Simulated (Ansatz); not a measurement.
`[CH3][GeH]([Cl])[Cl]` → Cl₂ + `[CH3][GeH]` at 500 K and 1 bar (germylene formation by 1,1-elimination).

Calculated with Ansatz (gas phase, PBE0-D4/def2-TZVP geometries, no zero-point term in ΔE). CCSD(T)/CBS is the MP2 limit (def2-TZVPP, def2-QZVPP) plus CCSD(T) − MP2 in def2-TZVPP, frozen cores. This one scheme is used for every species. For Ge outer-core shells are correlated without core-valence functions, which leaves a few kJ/mol of doubt a bond. Scalar relativity is left out up to krypton.

```
               species  CCSD(T)/CBS energy (Eh)  H − E (kJ/mol)  S (J/(mol·K))
`[CH3][GeH]([Cl])[Cl]`              -3036.22487           166.1          401.1
                   Cl₂               -919.51390            19.6          240.8
          `[CH3][GeH]`              -2116.52215           134.7          307.3
```

H − E and S are ideal-gas, rigid-rotor, harmonic terms from PBE0-D4/def2-TZVP. 1 Eh = 2625.50 kJ/mol, R = 8.31446 J/(mol·K).

Question: By hand: ΔE, ΔH, ΔS and ΔG.

Answer: ΔE = (-919.51390) + (-2116.52215) − (-3036.22487) = 0.18882 Eh = 495.7 kJ/mol. Δ(H − E) = 19.6 + 134.7 − 166.1 = -11.8, so ΔH = 483.9 kJ/mol. ΔS = 240.8 + 307.3 − 401.1 = 147.0 J/(mol·K). ΔG = 483.9 − 500 × (147.0)/1000 = 410.4 kJ/mol.

Question: By hand: the equilibrium constant, and the temperature at which ΔG would vanish if ΔH and ΔS stayed fixed.

Answer: log₁₀ K = −ΔG/(RT ln 10) = -42.9. ΔG = 0 at ΔH/ΔS = 3292 K, far beyond where these terms or the molecules hold.

The number of gas molecules changes by +1, which sets the sign of ΔS. A doubt of 5 kJ/mol in ΔE shifts log₁₀ K by 0.5 here. These are equilibria of isolated gas molecules and say nothing of rates. Largest T1 diagnostic: 0.011 (customary marks: 0.02 for closed shells, 0.045 for open ones).
